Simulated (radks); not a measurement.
Results of a calculation; reference values are marked as such.
Excited configurations of La: one electron is placed in a higher orbital outside [Xe] 5d2. The ground configuration is [Xe] 5d1 6s2. Code: a radial shooting solver on a logarithmic mesh with Libxc functionals. Model: Dirac Kohn-Sham, PBE, spin-unpolarised, spherical densities, finite nucleus; open shells are shared between the two j in proportion to 2j + 1; Fermi nuclear charge, rms radius 4.855 fm. Excitation = E - E(ground); binding = E(ion) - E, where the ion is the core of charge +1; n* = 1/sqrt(2 binding) in atomic units, and the quantum defect is n - n*. Eigenvalue and <r> are those of j = l + 1/2.

outer orbital  excitation (eV)  binding (eV)     n*  quantum defect  eigenvalue (eV)  <r> (bohr)
5f                       5.113         0.924  3.837           1.163           -0.430       16.96
6s                       0.796         5.242  1.611           4.389           -3.128       4.624
6d                       4.579         1.458  3.055           2.945           -0.716       11.85
6f                       5.392         0.645  4.591           1.409           -0.367       28.63
7s                       4.042         1.995  2.611           4.389           -1.197       10.91
7p                       4.537         1.500  3.012           3.988           -0.869       13.86
7d                       5.129         0.908  3.872           3.128           -0.522       21.80
7f                       5.567         0.470  5.378           1.622           -0.289       42.76

Estimate the row for 6p.

Answer. excitation (eV) 2.911; binding (eV) 3.127; n* 2.086; quantum defect 3.914; eigenvalue (eV) -1.532; <r> (bohr) 6.361. The Delta-SCF ionisation energy is 6.037 eV (NIST Atomic Spectra Database: 5.577 eV, measured). Self-interaction in the functional shifts the binding energies and quantum defects, so they are the method's values and not measured ones. Spin polarisation and multiplet splitting are left out, so open shells lie too high by an amount that depends on their filling. Sharing an open shell by 2j + 1 raises it above the true ground level by a part of the spin-orbit splitting, which enters the differences from NIST.

Beside tabulated values, note that spin-unpolarised runs miss the spin-polarisation part of the exchange energy of open shells.
